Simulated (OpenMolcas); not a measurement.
N+: input and output

Input:

```
&GATEWAY
Coord
1

N 0.0 0.0 0.0
Basis=ANO-RCC-VDZP
Group=XYZ
NoMove
AngMom=0.0 0.0 0.0
AMFI
&SEWARD
Relativistic=R04O02
&RASSCF
FileOrb=start.orb
Symmetry=1
Spin=3
nActEl=2 0 0
Inactive=2 0
Ras2=0 3
CIRoot=3 3 1
SDav=3
CIMx=300
Iter=120 100
PrWF=0.3
OrbListing=Nothing
MaxOrb=0
Atom
>>> COPY $Project.JobIph JOB001
&RASSCF
FileOrb=start.orb
Symmetry=1
Spin=1
nActEl=2 0 0
Inactive=2 0
Ras2=0 3
CIRoot=6 6 1
SDav=6
CIMx=300
Iter=120 100
PrWF=0.3
OrbListing=Nothing
MaxOrb=0
Atom
CIOnly
>>> COPY $Project.JobIph JOB002
&RASSI
NrOfJobIphs=2 3 6
1 2 3
1 2 3 4 5 6
IphNames
JOB001
JOB002
EJob
SpinOrbit
DIPRint=1.0
SOCoupling=1000.0
Subsets=2
MEES
Property=10
'ANGMOM' 1 'ANGMOM' 2 'ANGMOM' 3 'MLTPL  1' 1 'MLTPL  1' 2 'MLTPL  1' 3
'AMFI' 1 'AMFI' 2 'AMFI' 3 'MLTPL  2' 6
SOProperty=3
'ANGMOM' 1 'ANGMOM' 2 'ANGMOM' 3
```

Launched by
```bash
OMP_NUM_THREADS=1 MOLCAS_MEM=2252 MOLCAS_PROJECT=a pymolcas a.inp > a.log  # once for each step of the input, in one work folder
```

A driver script runs the steps one by one and writes start.orb anew before each from the orbitals found so far, so a CI-only block uses the converged orbitals of the first block.

Output, cut to the results:

```
--- SEWARD ---
Basis set label: N.ANO-RCC...3S2P1D.

      Electronic valence basis set:
      ------------------
      Associated Effective Charge   7.000000 au
      Associated Actual Charge      7.000000 au
      Nuclear Model: Point charge

      Shell  nPrim  nBasis  Cartesian Spherical Contaminant
         s      14       3        X
         p       9       2        X
         d       4       1                 X
Relativistic=R04O02
                  Relativistic Douglas-Kroll-Hess integrals:
                    - DKH order of Hamiltonian: 4
                    - DKH order of Properties : 2
--- RASSCF ---
Wave function specifications:
      -----------------------------

      Number of closed shell electrons           4
      Number of electrons in active shells       2
      Max number of holes in RAS1 space          0
      Max nr of electrons in RAS3 space          0
      Number of inactive orbitals                2
      Number of active orbitals                  3
      Number of secondary orbitals               9
      Spin quantum number                      1.0
      State symmetry                             1
Orbital specifications:
      -----------------------

      Symmetry species                           1   2
                                                ag  au
      Frozen orbitals                            0   0
      Inactive orbitals                          2   0
      Active orbitals                            0   3
      RAS1 orbitals                              0   0
      RAS2 orbitals                              0   3
      RAS3 orbitals                              0   0
      Secondary orbitals                         6   3
      Deleted orbitals                           0   0
      Number of basis functions                  8   6
      Number of CSFs                             3
      Number of root(s) required                 3
      Iter CI   SX   CI       RASSCF       Energy    max ROT     max BLB   max BLB  Level Ln srch  Step   QN
          iter iter root      energy       change     param      element    value   shift minimum  type update
 Nr of preliminary CI iterations:   1
        1   1    4    0   -53.88116220    0.00E+00  -1.06E-01*   2   3 1  2.39E-01*  0.00   0.00    SX    NO
        2   1    4    0   -53.91521936   -3.41E-02*  2.57E-02    1   3 1  1.94E-02*  0.00   0.00    SX    NO
        3   1    4    0   -53.91622643   -1.01E-03* -5.34E-03    2   3 1  9.71E-03*  0.00   0.00    SX    NO
        4   1    4    0   -53.91629131   -6.49E-05*  1.54E-03    3   6 2 -1.00E-03*  0.00   0.00    SX    NO
        5   1    4    0   -53.91629504   -3.73E-06* -2.54E-04    2   3 1  5.38E-04*  0.00   0.82    QN   YES
        6   1    3    0   -53.91629527   -2.33E-07*  1.89E-05    2   3 1  6.32E-05   0.00   1.03    QN   YES
        7   1    3    0   -53.91629527   -1.44E-09   3.71E-06    2   3 1  9.74E-06   0.00   1.20    QN   YES
      Convergence after  7 iterations
        8   1    3    0   -53.91629527   -4.91E-11   3.71E-06    3   6 2 -3.97E-08   0.00   1.20    QN   YES
      Natural orbitals and occupation numbers for root  1
      sym 2:   1.000000   0.000000   1.000000
      Natural orbitals and occupation numbers for root  2
      sym 2:   0.000000   1.000000   1.000000
      Natural orbitals and occupation numbers for root  3
      sym 2:   1.000000   1.000000   0.000000
::    RASSCF root number  1 Total energy:    -53.91629527
::    RASSCF root number  2 Total energy:    -53.91629527
::    RASSCF root number  3 Total energy:    -53.91629527
--- RASSCF ---
Wave function specifications:
      -----------------------------

      Number of closed shell electrons           4
      Number of electrons in active shells       2
      Max number of holes in RAS1 space          0
      Max nr of electrons in RAS3 space          0
      Number of inactive orbitals                2
      Number of active orbitals                  3
      Number of secondary orbitals               9
      Spin quantum number                      0.0
      State symmetry                             1
Orbital specifications:
      -----------------------

      Symmetry species                           1   2
                                                ag  au
      Frozen orbitals                            0   0
      Inactive orbitals                          2   0
      Active orbitals                            0   3
      RAS1 orbitals                              0   0
...
--- RASSI ---
SPIN-FREE ENERGIES:
  (Shifted by EMIN (a.u.) =        -53.9162952713)

 SF State       Relative EMIN(au)   Rel lowest level(eV)    D:o, cm**(-1)      L_eff

     1             0.0000000000        0.0000000000              0.0000         1.0
     2             0.0000000000        0.0000000000              0.0000         1.0
     3             0.0000000000        0.0000000000              0.0000         1.0
     4             0.0812257024        2.2102639599          17826.9811         2.0
     5             0.0812257024        2.2102639599          17826.9811         2.0
     6             0.0812257024        2.2102639599          17826.9811         2.0
     7             0.0812257024        2.2102639599          17826.9811         2.0
     8             0.0812257024        2.2102639599          17826.9811         2.0
     9             0.2030642559        5.5256598997          44567.4527         0.0
     Dipole printing threshold changed to   1.00000000E+00
Eigenvalues of complex Hamiltonian:
   -----------------------------------
  (Shifted by EMIN (a.u.) =        -53.9162952713)

 SO State       Relative EMIN(au)   Rel lowest level(eV)    D:o, cm**(-1)     J-value

     1            -0.0004391995        0.0000000000              0.0000        -0.0
     2            -0.0002186600        0.0060011865             48.4028         0.6
     3            -0.0002186600        0.0060011865             48.4028         0.6
     4            -0.0002186600        0.0060011865             48.4028         1.0
     5             0.0002174795        0.0178691475            144.1244         1.8
     6             0.0002174795        0.0178691475            144.1244         2.0
     7             0.0002174795        0.0178691475            144.1244         1.8
     8             0.0002174795        0.0178691475            144.1244         1.0
     9             0.0002174795        0.0178691475            144.1244         1.0
...
```

The J values that RASSI prints are effective ones from its own formula and need not be integers or half-integers; the table below assigns J from the states.

Levels above the lowest, from the spin-orbit matrix, grouped by J:

```tsv
Configuration	Term	J	E (cm⁻¹)	Measured (cm⁻¹)	g	Term weight %
2s² 2p²	³P	0	0.0	0.0		100
2s² 2p²	³P	1	48.4	48.7	1.501	100
2s² 2p²	³P	2	144	131	1.501	100
2s² 2p²	¹D	2	17924	15316	1.000	100
2s² 2p²	¹S	0	44664	32689		100
```

Against the 4 measured excited levels shown (NIST Handbook of Basic Atomic Spectroscopic Data) the mean absolute deviation is 3600 cm-1; the largest miss in energy is 2s² 2p² ¹S₀: computed 44664, measured 32689 cm⁻¹ (+36.6 %).

Without dynamic correlation excited terms often stand tens of per cent too high (terms of higher spin than the ground term too low), and those without a measured partner can miss by more than the paired ones. Terms from blocks run as CI alone lack orbitals of their own. With the s shell closed, the reference lacks s² → p² mixing. Computed and measured levels are paired by configuration, term and J; levels that our copy of the source lacks, or whose pairing is in doubt (as where it misses far off the trend of its configuration), stay unpaired and out of the deviations. Levels of configurations outside the active space are missing.

The RASSCF and RASSI steps took 2 s on 1 thread of Arm Neoverse V2, with other jobs on the host; the integral step is not counted.

The term weight is that of the spin-free term in the level, not the purity of its configuration.
